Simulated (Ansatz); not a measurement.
Species: sum formula H$_{3}$BNO$_{2}$ (charge -1, singlet). It need not be the lowest isomer of its formula. Whether it binds its extra electron was not tested at this geometry. 
Coordinates optimised at B3LYP-D3(BJ)/def2-TZVP (Ansatz, a quantum-chemistry and plane-wave program):
SMILES: B(O)([O-])N
```xyz
7

N      1.4011    -0.0468    -0.1223
B     -0.0756     0.1361    -0.0123
O     -0.7385     1.2254    -0.2387
O     -0.6849    -1.1133     0.4231
H      1.8477     0.6224    -0.7304
H      1.7278    -0.9833    -0.3159
H     -1.6183    -0.8889     0.4884
```
Charge -1, spin multiplicity 1.

Basis-set convergence of Hartree-Fock and MP2 correlation energies (hartree) with Ansatz. Valence correlation only, unless marked. No spin-orbit coupling. No relativistic terms. This anion needs diffuse functions, which these sets lack.

```json
[
 {"basis": "cc-pVDZ", "functions": "71", "E(HF)": "-230.74061", "E(corr, MP2)": "-0.63426"},
 {"basis": "cc-pVTZ", "functions": "162", "E(HF)": "-230.82862", "E(corr, MP2)": "-0.80891"},
 {"basis": "cc-pVQZ", "functions": "310", "E(HF)": "-230.85088", "E(corr, MP2)": "-0.87277"},
 {"basis": "cc-pV5Z", "functions": "529", "E(HF)": "___", "E(corr, MP2)": "___"}
]
```

Q: Fill in the missing entries.

A: 
- cc-pV5Z, E(HF): -230.85748
- cc-pV5Z, E(corr, MP2): -0.89917
